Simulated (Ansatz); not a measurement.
KBi2. The state is a doublet with charge 0. Geometry r2SCAN-D4/def2-TZVP.

```xyz
3

K     0.9440   -1.3581   -1.3555
Bi   -1.2721   -0.3429    1.1328
Bi    0.3281    1.7010    0.2227
```

In the def2 sets Bi takes a core potential; there is no spin–orbit coupling. B3LYP takes the VWN-RPA correlation. At r2SCANh-D4/def2-TZVP, r2SCAN0-D4/def2-TZVP the charge 0 doublet is spin-contaminated (final ⟨S²⟩ up to 1.08, 0.75 for a pure state). The structure comes from a short search, and lower isomers may exist.

Estimate the α-spin orbital energies around the gap (eV) in Ansatz with PBE-D4/def2-SVP, r2SCAN-D4/def2-TZVP, r2SCANh-D4/def2-TZVP, B3LYP-D4/def2-TZVP, r2SCAN0-D4/def2-TZVP.


```tsv
orbital	PBE-D4/def2-SVP	r2SCAN-D4/def2-TZVP	r2SCANh-D4/def2-TZVP	B3LYP-D4/def2-TZVP	r2SCAN0-D4/def2-TZVP
HOMO−13	-25.26	-26.04	-26.91	-27.30	-28.22
HOMO−12	-25.24	-26.03	-26.90	-27.28	-28.21
HOMO−11	-25.19	-25.97	-26.85	-27.19	-28.17
HOMO−10	-25.08	-25.86	-26.75	-27.09	-28.08
HOMO−9	-24.99	-25.76	-26.65	-26.98	-27.98
HOMO−8	-19.48	-19.98	-20.72	-20.95	-21.82
HOMO−7	-19.46	-19.94	-20.69	-20.92	-21.80
HOMO−6	-19.42	-19.90	-20.64	-20.90	-21.76
HOMO−5	-14.21	-14.72	-15.35	-15.56	-16.30
HOMO−4	-11.96	-12.35	-12.85	-13.12	-13.60
HOMO−3	-4.80	-4.96	-5.30	-5.43	-5.84
HOMO−2	-4.62	-4.88	-5.22	-5.36	-5.69
HOMO−1	-4.34	-4.57	-4.88	-4.90	-5.36
HOMO	-2.89	-3.18	-3.47	-3.58	-3.92
LUMO	-2.47	-2.47	-2.18	-2.14	-1.74
LUMO+1	-1.93	-1.29	-1.19	-1.68	-1.04
LUMO+2	-0.44	-0.26	-0.08	-0.22	0.19
LUMO+3	-0.26	0.34	0.45	0.04	0.61
LUMO+4	0.13	0.66	0.78	0.36	0.96
LUMO+5	0.25	0.72	0.85	0.45	1.04
β HOMO	-4.17	-4.23	-4.49	-4.73	-4.86
β LUMO	-2.31	-2.27	-1.98	-2.01	-1.57
```
